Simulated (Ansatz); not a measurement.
Single points on (F)2Al-NH-SiH3 (AlSiNF₂H₄).

```yaml
crystal:
  periodic: [false, false, false]
  atoms:
    - {symbol: Al, position_ang: [-1.241088, -0.894268, -0.879951]}
    - {symbol: F, position_ang: [-2.212498, 0.366839, -1.373000]}
    - {symbol: F, position_ang: [-1.663254, -2.449300, -1.310130]}
    - {symbol: N, position_ang: [0.223732, -0.607059, 0.086938]}
    - {symbol: Si, position_ang: [0.895360, 0.915039, 0.660716]}
    - {symbol: H, position_ang: [0.755666, -1.445586, 0.349024]}
    - {symbol: H, position_ang: [2.288089, 1.147859, 0.131709]}
    - {symbol: H, position_ang: [0.970789, 0.964614, 2.165896]}
    - {symbol: H, position_ang: [-0.016795, 2.001873, 0.168788]}
basis:
  gaussian: {orbitals: def2-SVP, initial_orbitals: start.molden}
hamiltonian: {xc: pbe0, dispersion: d4}
scf: {omitted_lower_state_checks: [starts]}
output: {orbitals: {seedname: orbitals}}
```

The file start.molden holds the orbitals of an earlier run on this structure, at another level or in another basis.

```sh
$ ansatz run in.yaml --threads 4 --pin off --events-out ev --progress --plain --max-ram 3916MiB
```

Shortened log:

```
Functional definition: PBE0
926 factors; integrals over basis functions are off by at most 1.2e-3 eV
mean field evaluation 1: about -21445.1341 eV, gradient 1.0e1 eV
mean field evaluation 2: about -21445.3276 eV, gradient 1.4e-1 eV
mean field evaluation 4: about -21445.4225 eV, gradient 4.9e-4 eV
mean field -21445.42252385 eV, -788.1047415219 hartree, gradient 1.8e-5 eV, S^2 0.000000; 0 other end points of the search recorded, 0 dependent functions left out
reference -21445.42255621 eV, -788.1047427112 hartree; 28, 28 occupied and 70, 70 virtual orbitals, 926 factors
Total energy: -21445.57656779 eV, -788.1104025324 hartree
Checks for a lower state left out: starts
```

It took 1.1 s on 4 threads of Arm Neoverse V1 on a shared host.

First input, but with `gaussian: {orbitals: def2-TZVPD, initial_orbitals: start.molden}`, `hamiltonian: {xc: r2scan, dispersion: d4}` (abridged; 4.9 s):

```
Functional definition: r2SCAN
mean field -21468.48632355 eV, -788.9523205279 hartree, gradient 2.7e-5 eV, S^2 0.000000
Total energy: -21468.52990292 eV, -788.9539220402 hartree
Checks for a lower state left out: starts
```

The first input with `gaussian: {orbitals: def2-TZVP, initial_orbitals: start.molden}`, `hamiltonian: {xc: pbe, dispersion: d4}` (abridged; 1.6 s):

```
Functional definition: PBE
mean field -21457.84399761 eV, -788.5612222632 hartree, gradient 1.0e-5 eV, S^2 0.000000
Total energy: -21458.02562089 eV, -788.5678967955 hartree
Checks for a lower state left out: starts
```

The first input with `gaussian: {orbitals: def2-TZVP, initial_orbitals: start.molden}`, `hamiltonian: {xc: {name: B97M-V}}` (abridged; 6 s):

```
Functional definition: B97M-V
mean field -21466.98378303 eV, -788.8971031821 hartree, gradient 1.3e-5 eV, S^2 0.000000
Total energy: -21466.98385581 eV, -788.8971058566 hartree
Checks for a lower state left out: starts
```

First input, but with `gaussian: {orbitals: def2-TZVP, initial_orbitals: start.molden}`, `correlation: {method: mp2}` and without the key `hamiltonian` (abridged; 1.8 s):

```
Functional definition: HF
mean field -21411.71950315 eV, -786.8661783559 hartree, gradient 6.2e-6 eV, S^2 0.000000
13 core orbitals not correlated: weight in the atoms' cores, before any rotation towards them, 1.000 or more for the frozen orbitals, at most 0.000 for the correlated occupied ones
second order -24.48071648 eV of doubles, -0.00000000 eV of singles
Total energy: -21436.20021963 eV, -787.7658280929 hartree
Checks for a lower state left out: starts
```

The first input with `gaussian: {orbitals: def2-TZVP, initial_orbitals: start.molden}`, `hamiltonian: {xc: {name: wB97X-V}}` (abridged; 6 s):

```
Functional definition: wB97X-V
mean field -21468.23774566 eV, -788.9431854588 hartree, gradient 1.5e-5 eV, S^2 0.000000
Total energy: -21468.23774323 eV, -788.9431853697 hartree
Checks for a lower state left out: starts
```

First input, but with `gaussian: {orbitals: def2-TZVPP, initial_orbitals: start.molden}`, `correlation: {method: ccsd_t}` and without the key `hamiltonian` (abridged; 5 min):

```
Functional definition: HF
mean field -21411.76687165 eV, -786.8679191162 hartree, gradient 6.6e-6 eV, S^2 0.000000
13 core orbitals not correlated: weight in the atoms' cores, before any rotation towards them, 1.000 or more for the frozen orbitals, at most 0.000 for the correlated occupied ones
second order -24.85536089 eV of doubles, -0.00000000 eV of singles
cycle   1  -24.87919620 eV  change   -2.4e-2 eV  update   1.1e-1
cycle   2  -25.42445311 eV  change   -5.5e-1 eV  update   3.2e-2
cycle   3  -25.56760163 eV  change   -1.4e-1 eV  update   1.6e-2
cycle   4  -25.55164172 eV  change    1.6e-2 eV  update   3.5e-3
cycle   5  -25.54874630 eV  change    2.9e-3 eV  update   1.4e-3
cycle   6  -25.54974967 eV  change   -1.0e-3 eV  update   4.1e-4
cycle   7  -25.54958643 eV  change    1.6e-4 eV  update   1.2e-4
cycle   8  -25.54949256 eV  change    9.4e-5 eV  update   4.1e-5
cycle   9  -25.54949663 eV  change   -4.1e-6 eV  update   1.7e-5
perturbative correction -0.80375419 eV, -0.0295374217 hartree
Total energy: -21438.12012247 eV, -787.8363832210 hartree
Checks for a lower state left out: starts
```

Geometry: PBE-D4/def2-SVP.

Correlated methods freeze 13 core orbitals.
